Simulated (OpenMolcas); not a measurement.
Computed levels of 4d⁷ in ions with 43 electrons, in cm-1 above ⁴F_9/2.

```
Program             : OpenMolcas
Method              : CASSCF
Basis               : ANO-R2
Scalar Hamiltonian  : X2C, finite nucleus
Spin-orbit coupling : RASSI with atomic mean-field integrals over the reference wave functions, term energies averaged over their components
```

Active space for each ion: 7 electrons in 5 orbitals (4d).

```
  Level    Ru+   Pd3+   Ag4+
 ⁴F_7/2   1529   2738   3458
 ⁴F_5/2   2564   4490   5604
 ⁴F_3/2   3240   5601   6946
 ⁴P_5/2  12978  16796  18625
 ⁴P_3/2  13116  16725  18361
 ²G_9/2  13372  17466  19423
 ⁴P_1/2  14070  18632  20875
 ²G_7/2  14897  20198  22861
²H_11/2  17707  23186  25821
```

Problem. Estimate ⁴F_3/2, ⁴P_5/2, ⁴P_3/2 for Rh2+ from its neighbours Ru+ and Pd3+.

Solution. ⁴F_3/2 is fine structure, which grows about as the fourth power of a screened charge, so the fourth roots are averaged: ((3240^0.25 + 5601^0.25) / 2)^4 = 4300. The calculation gives 4312, so the estimate is off by -0.3 %; the measured value is 4322 (the list in Shadmi, J. Res. Natl. Bur. Stand. 70A, 435 (1966)).
⁴P_5/2 is another term, which grows about linearly with the charge: (12978 + 16796) / 2 = 14887. The calculation gives 14966, so the estimate is off by -0.5 %; the measured value is 11062 (the list in Shadmi, J. Res. Natl. Bur. Stand. 70A, 435 (1966)).
⁴P_3/2 is another term, which grows about linearly with the charge: (13116 + 16725) / 2 = 14920. The calculation gives 15044, so the estimate is off by -0.8 %; the measured value is 10997 (the list in Shadmi, J. Res. Natl. Bur. Stand. 70A, 435 (1966)).

Mixed levels, with the weight of the term that names them: Ag4+ ⁴P_3/2 (72 %).

Without dynamic correlation excited terms often stand tens of per cent too high (terms of higher spin than the ground term too low), and those without a measured partner can miss by more than the paired ones. Configurations with an s electron lie low at this charge and mix in, so terms can be misplaced (holds for Ru+). Levels of configurations with an s electron are missing; early in the row they begin among the upper levels of the d shell and mix with terms of their name (holds for Rh2+). Computed and measured levels are paired by configuration, term and J; levels that our copy of the source lacks, or whose pairing is in doubt (as where it misses far off the trend of its configuration), stay unpaired and out of the deviations. Levels of configurations outside the active space are missing.
